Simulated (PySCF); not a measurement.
Dissociation curve of ICl, singlet.

RMP2 = MP2 on RHF/def2-TZVP, 9 core orbitals frozen, def2 effective core potentials past Kr run with PySCF; UKS-PBE = unrestricted PBE/def2-TZVP, def2 effective core potentials past Kr run with PySCF; UKS-M06-2X = unrestricted M06-2X/def2-TZVP, def2 effective core potentials past Kr (PySCF); UCCSD(T) = CCSD(T) on UHF/def2-TZVP, 9 core orbitals frozen, def2 effective core potentials past Kr run with PySCF.

Energies relative to the lowest point of each curve near equilibrium, in kcal/mol:

```
R / Å   RMP2  UKS-PBE  UKS-M06-2X
-----  -----  -------  ----------
2.07    15.8     18.1        16.8
2.20     2.6      3.8         3.1
2.40     1.4      0.4         1.2
2.85    27.2     21.2        26.9
3.08    41.7     32.6        36.7
3.45    59.8     45.5        43.1
3.80    69.7     53.1        45.9
5.67    50.6     59.7        48.5
6.17    38.2     59.9        48.6
6.86    20.6     60.0        48.6
8.06   -10.2     60.1        48.7
9.14   -38.4     60.1        48.7
```

What does UCCSD(T) give at the same points?

2.07: 17.8; 2.20: 3.6; 2.40: 0.6; 2.85: 24.9; 3.08: 37.8; 3.45: 46.9; 3.80: 48.8; 5.67: 49.8; 6.17: 49.8; 6.86: 49.8; 8.06: 49.9; 9.14: 49.9 (kcal/mol).

The restricted form behind RMP2 keeps the bonding electrons paired and can't separate into open-shell fragments. The unrestricted determinant behind UKS-PBE, UKS-M06-2X is spin-contaminated at 2.85 to 9.14 Å (<S²> up to 1.0, against 0.00 for a pure singlet). The unrestricted determinant behind UCCSD(T) is spin-contaminated at 2.56 to 9.14 Å (<S²> up to 1.0, against 0.00 for a pure singlet).
